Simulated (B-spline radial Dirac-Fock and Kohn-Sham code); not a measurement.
**Width and fluorescence yield of the N7 (4f7/2) hole, Hf to Bi**

Calculated with a radial B-spline solver, using independent-particle rates on relativistic LDA orbitals of the hole state (multipoles up to L = 3, Coulomb Auger matrix elements, transition energies from Dirac-Fock). Free neutral atoms. Recommended widths: Campbell and Papp (2001); yields: xraylib tables.

```tsv
Z	element	Γ (eV)	recommended Γ	ω	Coster-Kronig yield
72	Hf	0.0254	0.0300	1.61e-06	0.000
73	Ta	?	?	?	?
74	W	0.0899	0.0600	5.04e-06	0.000
75	Re	0.132	0.110	7.49e-06	0.000
76	Os	0.164	0.180	1.14e-05	0.000
77	Ir	0.185	0.270	1.71e-05	0.000
78	Pt	0.237	0.310	2.21e-05	0.000
79	Au	0.324	0.330	2.40e-05	0.000
80	Hg	0.292	0.310	3.68e-05	0.000
81	Tl	0.253	0.270	5.73e-05	0.000
82	Pb	0.216	0.230	8.81e-05	0.000
83	Bi	0.182	0.200	0.000133	0.000
```

Question: What does the model give for Ta?

Answer: Γ = 0.0493 eV, ω = 3.38e-06, Coster-Kronig yield 0.000; the recommended width is 0.0400 eV.
